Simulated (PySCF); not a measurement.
# Computed structure and properties of [La(P5)]2+

System: [La(P5)]2+ (singlet); start: template (C5v). Method: PySCF 2.14.0, RKS PBE, La lcecp-1-SVP with ECP46, P def2-SVP; non-relativistic Hamiltonian with scalar-relativistic core potentials where named; density fitting; no spin-orbit coupling.

Input of the relaxation:

```python
mol = gto.M(atom='''
La    -0.00000     0.00000    -1.26520
P      1.79998     0.00002     1.13480
P      0.55620     1.71189     1.13480
P     -1.45623     1.05799     1.13480
P     -1.45620    -1.05802     1.13480
P      0.55625    -1.71188     1.13480''',
    basis={'La': 'lcecp-1-SVP', 'P': 'def2-SVP'},
    ecp={'La': 'lcecp-1-SVP'},
    charge=2, spin=0)
mf = dft.RKS(mol, xc='PBE')
mf.grids.atom_grid = (50, 194)  # f atoms: unpruned, at least (60, 302)
mf = mf.density_fit()  # fitting sets: La AutoAux, P def2-universal-JKFIT
mf.conv_tol = 1e-08; mf.max_cycle = 55
mf.kernel(dm0)  # dm0: converged density of the start geometry
# quasi-Newton relaxation in Cartesian coordinates to a largest gradient under 0.00045 Eh/bohr, steps kept in the point group
```

Run from Python with OMP_NUM_THREADS=2; the lines above give its settings. Where DIIS fails, smearing, a level shift and second-order steps follow.
It took 42 s on 2 threads of Arm Neoverse V2, on a shared host, from the converged density of the start.

Course of the relaxation:

| step | energy above end (eV) | largest force component within the symmetry (eV/Å) |
| --- | --- | --- |
| 0 | 0.1526 | 1.092 |
| 1 | 0.0409 | 0.755 |
| 2 | 0.0081 | 0.420 |
| 3 | 0.0032 | 0.235 |
| 4 | 0.0005 | 0.056 |
| 5 | 0.0000 | 0.016 |
| 6 | 0.0000 | 0.003 |

Relaxed geometry (C5v):

```xyz
6

La    0.0000    0.0000   -1.3220
P     1.8457    0.0000    1.1462
P     0.5703    1.7554    1.1462
P    -1.4932    1.0849    1.1462
P    -1.4932   -1.0849    1.1462
P     0.5704   -1.7554    1.1462
```

| contact | Å |
| --- | --- |
| La1–P6 (P5) | 3.082 |

On the finer grid (75, 302):

```yaml
HOMO: -14.64 eV
LUMO: -13.62 eV
Dipole_about_the_centre_of_mass: 5.86 D
Set_of_Mulliken_populations_of_La1_outside_the_core_potential: s 2.26, p 6.21, d 1.15, f 0.02
D3_BJ_dispersion_energy_not_in_the_energies: -0.472 eV
```

| atom | Mulliken (e) | Löwdin (e) | spin (e) |
| --- | --- | --- | --- |
| La1 | 1.36 | 0.75 | 0.00 |
| P2 | 0.13 | 0.25 | 0.00 |
| P3 | 0.13 | 0.25 | 0.00 |
| P4 | 0.13 | 0.25 | 0.00 |
| P5 | 0.13 | 0.25 | 0.00 |
| P6 | 0.13 | 0.25 | 0.00 |

The large-core potential holds the 4f shell empty.

On the grid (50, 194), as all that follows. Harmonic modes: a minimum; lowest 69 cm⁻¹ (negative: unstable), highest 448 cm⁻¹, zero-point energy 0.214 eV.

Taking off one P5 (charge -1, singlet; the rest: singlet) in vacuum, both parts rigid, costs 20.83 eV; the small basis without counterpoise inflates it. Most of it is the attraction of opposite charges; other ways to part are cheaper, and one spin state was tried for the rest.

Rigid scan of P5 along the line from its metal, all other atoms held (where the atom bridges, its other bond changes as well):

(distance to the ring centre (Å), energy (eV)): (2.17, 0.578), (2.27, 0.238), (2.37, 0.055), (2.47, 0.000), (2.57, 0.048), (2.67, 0.176), (2.87, 0.599)

One start shape was tried, so this needn't be the lowest isomer.
